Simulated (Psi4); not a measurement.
H3O2, charge +1, singlet, at a GFN2-xTB geometry; Psi4 with WB97X-V/3-21G.

Psi4 was given this input:
```
memory 2 GB

molecule {
1 1
O     0.13464923    0.56165021   -0.32045018
O    -0.15653641   -0.64820873    0.35880197
H     1.08363793    0.77080803   -0.07973702
H    -0.42483443   -1.31694617   -0.30866757
H    -0.48370607    1.23860633    0.08159027
}

set {
  basis 3-21g
}

energy('wb97x-v')
print_variables()
```

The log (banner, timings and long lists left out):

```
   => Loading Basis Set <=

    Name: 3-21G
    Role: ORBITAL
    Keyword: BASIS

         ---------------------------------------------------------
                                   SCF
               by Justin Turney, Rob Parrish, Andy Simmonett
                          and Daniel G. A. Smith
                              RKS Reference
         ---------------------------------------------------------

  ==> Geometry <==

    Molecular point group: c1
    Full point group: C1

    Geometry (in Angstrom), charge = 1, multiplicity = 1:

       Center              X                  Y                   Z               Mass
    ------------   -----------------  -----------------  -----------------  -----------------
         O            0.139607802338     0.581260166104    -0.329138833082    15.994914619570
         O           -0.151577837662    -0.628598773896     0.350113316918    15.994914619570
         H            1.088596502338     0.790417986104    -0.088425673082     1.007825032230
         H           -0.419875857662    -1.297336213896    -0.317356223082     1.007825032230
         H           -0.478747497662     1.258216286104     0.072901616918     1.007825032230

  Running in c1 symmetry.

  Rotational constants: A =      6.60941  B =      0.82738  C =      0.82045 [cm^-1]
  Rotational constants: A = 198145.06103  B =  24804.16869  C =  24596.50882 [MHz]
  Nuclear repulsion =   43.922734399569677

  Charge       = 1
  Multiplicity = 1
  Electrons    = 18
  Nalpha       = 9
  Nbeta        = 9

  ==> Algorithm <==

  SCF Algorithm Type is DF.
  DIIS enabled.
  MOM disabled.
  Fractional occupation disabled.
  Guess Type is SAD.
  Energy threshold   = 1.00e-06
  Density threshold  = 1.00e-06
  Integral threshold = 1.00e-12

  ==> Primary Basis <==

  Basis Set: 3-21G
    Blend: 3-21G
    Number of shells: 16
    Number of basis functions: 24
    Number of Cartesian functions: 24
    Spherical Harmonics?: false
    Max angular momentum: 1

  ==> DFT Potential <==

   => LibXC <=

    Version 7.1.2
    S. Lehtola, C. Steigemann, M. J. T. Oliveira, and M. A. L. Marques,  SoftwareX 7, 1–5 (2018) (10.1016/j.softx.2017.11.002)

   => Composite Functional: WB97X-V <=

    wB97X-V Hyb-GGA Exchange-Correlation Functional

    N. Mardirossian and M. Head-Gordon,  Phys. Chem. Chem. Phys. 16, 9904–9924 (2014) (10.1039/C3CP54374A)

    Deriv               =              1
    GGA                 =           TRUE
    Meta                =          FALSE

    Exchange Hybrid     =           TRUE
    MP2 Hybrid          =          FALSE

   => Exchange-Correlation Functionals <=

    1.0000   wB97X-V range-separated functional

   => Exact (HF) Exchange <=

    0.8330            HF,LR [omega = 0.3000]
    0.1670               HF

   => LibXC Density Thresholds  <==

    XC_HYB_GGA_XC_WB97X_V:  1.00E-14

   => VV10 Non-Local Parameters <=

    VV10 B              =     6.0000E+00
    VV10 C              =     1.0000E-02

   => Molecular Quadrature <=

    Radial Scheme          =       TREUTLER
    Pruning Scheme         =           NONE
    Nuclear Scheme         =       TREUTLER

    Blocking Scheme        =         OCTREE
    BS radius alpha        =              1
    Pruning alpha          =              1
    Radial Points          =             75
    Spherical Points       =            302
    Total Points           =         108668
    Total Blocks           =            867
    Max Points             =            256
    Max Functions          =             24
    Weights Tolerance      =       1.00E-15

   => Loading Basis Set <=

    Name: (3-21G AUX)
    Role: JKFIT
    Keyword: DF_BASIS_SCF

  ==> Integral Setup <==

  SCF_SUBTYPE=INCORE selected. In-core MEM_DF algorithm will be used.
  Using in-core AOs.

  ==> MemDFJK: Density-Fitted J/K Matrices <==

    J tasked:                   Yes
    K tasked:                   Yes
    wK tasked:                  Yes
    Omega:                3.000E-01
    Algorithm:                 Core
    Schwarz Cutoff:           1E-12
    Mask sparsity (%):       0.3472
    Fitting Condition:        1E-10

   => Auxiliary Basis Set <=

  Basis Set: (3-21G AUX)
    Blend: DEF2-UNIVERSAL-JKFIT
    Number of shells: 68
    Number of basis functions: 246
    Number of Cartesian functions: 246
    Spherical Harmonics?: false
    Max angular momentum: 4

  Minimum eigenvalue in the overlap matrix is 7.2896681445E-02.
  Reciprocal condition number of the overlap matrix is 2.1966133802E-02.
    Using symmetric orthogonalization.

  ==> Pre-Iterations <==

  SCF Guess: Superposition of Atomic Densities via on-the-fly atomic UHF (no occupation information).

   -------------------------
    Irrep   Nso     Nmo
   -------------------------
     A         24      24
   -------------------------
    Total      24      24
   -------------------------

  ==> Iterations <==

                           Total Energy        Delta E     RMS |[F,P]|

   @DF-RKS iter SAD:  -150.84388895435171   -1.50844e+02   0.00000e+00
   @DF-RKS iter   1:  -150.85948429938318   -1.55953e-02   1.26509e-02 DIIS/ADIIS
   @DF-RKS iter   2:  -150.89266113088871   -3.31768e-02   1.13773e-02 DIIS/ADIIS
   @DF-RKS iter   3:  -150.91444984357759   -2.17887e-02   2.66850e-03 DIIS/ADIIS
   @DF-RKS iter   4:  -150.91593181150111   -1.48197e-03   4.51634e-04 DIIS/ADIIS
   @DF-RKS iter   5:  -150.91597855468962   -4.67432e-05   1.30473e-04 DIIS/ADIIS
   @DF-RKS iter   6:  -150.91598471570967   -6.16102e-06   2.53006e-05 DIIS
   @DF-RKS iter   7:  -150.91598546963581   -7.53926e-07   3.96456e-06 DIIS
   @DF-RKS iter   8:  -150.91598548814903   -1.85132e-08   4.38793e-07 DIIS
  Energy and wave function converged.

  ==> Post-Iterations <==

   Electrons on quadrature grid:
      Ntotal   =   18.0000022183 ; deviation = 2.218e-06

    Orbital Energies [Eh]
    ---------------------

    Doubly Occupied:

       1A    -19.609032     2A    -19.497667     3A     -1.647194
       4A     -1.383357     5A     -1.058329     6A     -0.990047
       7A     -0.915185     8A     -0.753443     9A     -0.716144

    Virtual:

      10A     -0.192617    11A     -0.117090    12A     -0.050435
      13A     -0.014207    14A      0.715012    15A      0.722490
      16A      0.773076    17A      1.152707    18A      1.235639
      19A      1.306617    20A      1.422184    21A      1.452719
      22A      1.508881    23A      2.398892    24A      2.859615

    Final Occupation by Irrep:
              A
    DOCC [     9 ]
    NA   [     9 ]
    NB   [     9 ]

  @DF-RKS Final Energy:  -150.91598548814903

   => Energetics <=

    Nuclear Repulsion Energy =             43.9227343995696771
    One-Electron Energy =                -288.1048824580288965
    Two-Electron Energy =                 105.8003823757015169
    DFT Exchange-Correlation Energy =     -12.6095639889695796
    Empirical Dispersion Energy =           0.0000000000000000
    VV10 Nonlocal Energy =                  0.0753441835782674
    Total Energy =                       -150.9159854881490048

Computation Completed

Properties will be evaluated at   0.000000,   0.000000,   0.000000 [a0]

Properties computed using the SCF density matrix

 Multipole Moments:

 ------------------------------------------------------------------------------------
     Multipole            Electronic (a.u.)      Nuclear  (a.u.)        Total (a.u.)
 ------------------------------------------------------------------------------------

 L = 1.  Multiply by 2.5417464519 to convert [e a0] to [Debye]
 Dipole X            :          0.0321094            0.1780365            0.2101459
 Dipole Y            :          0.0990555            0.7040915            0.8031471
 Dipole Z            :          0.0247227           -0.3119643           -0.2872416
 Magnitude           :                                                    0.8784727

 ------------------------------------------------------------------------------------

  Variable Map:
  ----------------------------------------------------------------------------
  "CURRENT ENERGY"              =>    -150.915985488149
  "CURRENT REFERENCE ENERGY"    =>    -150.915985488149
  "DD SOLVATION ENERGY"         =>       0.000000000000
  "DFT FUNCTIONAL TOTAL ENERGY" =>    -150.915985488149
  "DFT TOTAL ENERGY"            =>    -150.915985488149
  "DFT VV10 ENERGY"             =>       0.075344183578
  "DFT XC ENERGY"               =>     -12.609563988970
  "GRID ELECTRONS ALPHA"        =>       9.000001109153
  "GRID ELECTRONS BETA"         =>       9.000001109153
  "GRID ELECTRONS TOTAL"        =>      18.000002218307
  "NUCLEAR REPULSION ENERGY"    =>      43.922734399570
  "ONE-ELECTRON ENERGY"         =>    -288.104882458029
  "PCM POLARIZATION ENERGY"     =>       0.000000000000
  "PE ENERGY"                   =>       0.000000000000
  "SCF ITERATION ENERGY"        =>    -150.915985488149
  "SCF ITERATIONS"              =>       8.000000000000
  "SCF TOTAL ENERGY"            =>    -150.915985488149
  "TWO-ELECTRON ENERGY"         =>     105.800382375702
  "XC GRID RADIAL POINTS"       =>      75.000000000000
  "XC GRID SPHERICAL POINTS"    =>     302.000000000000
  "XC GRID TOTAL POINTS"        =>  108668.000000000000

  Array Variable Map:
  ----------------------------------------------------------------------------
  "CURRENT DIPOLE"              =>       0.210145896492 ... -0.287241587610 1 by 3
  "SCF DIPOLE"                  =>       0.210145896492 ... -0.287241587610 1 by 3
  "SCF TOTAL ENERGIES"          =>    -150.843888954352 ... -150.915985488149 1 by 9
```
